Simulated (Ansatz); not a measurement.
Here is a job for Ansatz (a program for electronic structure).
Ansatz 0.2 input:
```yaml
crystal:
  periodic: [false, false, false]
  atoms:
    - {symbol: F, position_ang: [-1.17981570, -0.48783370, -0.00301036]}
    - {symbol: S, position_ang: [-0.00398359, 0.53886100, -0.00620045]}
    - {symbol: F, position_ang: [1.18689763, -0.47014141, 0.01403339]}
basis:
  gaussian:
    orbitals: cc-pVTZ
hamiltonian:
  xc: blyp
total_charge: 1
magnetization: {spin_polarized: true, initial_magnetization: 1}
```

Q: Estimate the total energy that BLYP/cc-pVTZ run with Ansatz returns for this input.

A: -597.5567 Eh

Q: Predict the number of basis functions from BLYP/cc-pVTZ.

A: 94

Q: What is the computed <S^2> (BLYP/cc-pVTZ)?

A: 0.753
